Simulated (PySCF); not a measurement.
Molecule: `O[SiH](O)P`, H5O2PSi.

Geometry:
```
atom   x (Å)   y (Å)   z (Å)
  O1  -0.998  -1.099   0.919
 Si2  -0.127  -0.047  -0.017
  O3  -0.982   1.358  -0.266
  P4   1.687   0.398   1.225
  H5  -1.849  -1.387   0.577
  H6   0.167  -0.634  -1.365
  H7  -1.081   1.647  -1.177
  H8   2.355   1.032   0.131
  H9   2.278  -0.876   0.957
```

Geometry PBE0-D3(BJ)/def2-SVP throughout; GIAO in PySCF 2.14.0 with density-fitted response routines, gas phase, one conformer, non-relativistic; equivalent atoms averaged; basis pcSseg-2.

(1) How do the absolute shieldings σ depend on the functional? (ppm; last column core-seconds on shared hosts with different chips, so compare them loosely; the GGAs took longer than the global hybrids here, which isn't the general rule, and the cause wasn't traced)

(2) Which nucleus moves most, in ppm?

## Answers

(1) 
| functional | kind | O1/O3 | Si2 | P4 | H6 | H5/H7 | H8/H9 | core-s |
| --- | --- | --- | --- | --- | --- | --- | --- | --- |
| HF | Hartree–Fock | 279.5 | 396.8 | 592.5 | 26.50 | 29.54 | 30.23 | 11 |
| LDA | LDA | 240.4 | 299.1 | 550.2 | 23.89 | 28.60 | 29.07 | 22 |
| PBE | GGA | 244.5 | 325.4 | 558.3 | 24.59 | 29.25 | 29.60 | 27 |
| BLYP | GGA | 243.2 | 317.3 | 533.9 | 24.91 | 29.47 | 29.87 | 27 |
| BP86 | GGA | 245.3 | 324.9 | 553.5 | 24.67 | 29.33 | 29.66 | 27 |
| OPBE | GGA | 254.5 | 356.5 | 588.7 | 24.79 | 29.33 | 29.61 | 28 |
| KT2 | GGA | 243.5 | 350.2 | 579.0 | 24.64 | 29.24 | 29.59 | 28 |
| KT3 | GGA | 250.0 | 362.3 | 578.2 | 25.10 | 29.50 | 29.85 | 28 |
| B97-D | GGA | 251.7 | 344.9 | 553.6 | 25.08 | 29.51 | 29.87 | 27 |
| B3LYP | global hybrid | 252.7 | 332.0 | 547.9 | 25.28 | 29.46 | 29.90 | 20 |
| PBE0 | global hybrid | 256.4 | 344.0 | 573.9 | 25.12 | 29.31 | 29.69 | 20 |
| mPW1PW91 | global hybrid | 256.9 | 343.4 | 570.0 | 25.21 | 29.37 | 29.75 | 20 |
| WP04 | global hybrid | 256.0 | 343.4 | 525.5 | 26.25 | 29.67 | 30.33 | 19 |
| B97-2 | global hybrid | 258.9 | 353.5 | 572.2 | 25.33 | 29.47 | 29.83 | 16 |
| BHandHLYP | global hybrid | 260.6 | 354.6 | 569.4 | 25.82 | 29.37 | 29.97 | 17 |
| CAM-B3LYP | range-separated hybrid | 254.2 | 334.1 | 559.3 | 25.46 | 29.27 | 29.83 | 24 |
| wB97X-D | range-separated hybrid | 255.7 | 345.0 | 574.0 | 25.47 | 29.36 | 29.82 | 23 |
| LC-wPBE | range-separated hybrid | 263.2 | 345.9 | 583.9 | 25.60 | 29.29 | 29.78 | 27 |

(2) Si2 (silicon bonded to 2 O, P, H): from 299.1 ppm with LDA to 396.8 ppm with HF. The smallest spread is 1.07 ppm, at H5/H7.
